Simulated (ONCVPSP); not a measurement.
# Configuration tests for As (ONCV)

arsenic, optimised norm-conserving Vanderbilt (ONCV), made with ONCVPSP 4.0.1 (PBE, scalar-relativistic). Core [Ar] 3d10, reference 4s2 4p1 (charge +2). Waves: 4s: rc 1.74 bohr, ncon 4, nbas 8, qcut 4.9 1/bohr, 2 projectors, debl 3.1 Ha; 4p: rc 1.96 bohr, ncon 4, nbas 8, qcut 5.6 1/bohr, 1 projector. Local part: polynomial inside 1.68 bohr (lpopt 5, dvloc0 6 Ha). Core correction: polynomial model core, fcfact 0.35.

Energies are relative to the spin-unpolarised reference configuration 4s2 4p1; without spin polarisation the order of configurations can differ from experiment.

```json
{"valence configuration": "4s2 4p0", "charge": "+3", "ΔE all-electron (eV)": "27.703", "error AE − PS (meV)": "-24"}
{"valence configuration": "4s2 4p2.5", "charge": "+0.5", "ΔE all-electron (eV)": "-23.512", "error AE − PS (meV)": "-8.6"}
```

(1) What are ΔE and the potential's error for 4s2 4p3?

(2) What are ΔE and the potential's error for 4s2 4p2?

Answers

(1) ΔE = -27.068 eV all-electron; the error (AE − PS) is -11 meV.

(2) ΔE = -17.918 eV all-electron; the error (AE − PS) is -4.7 meV.
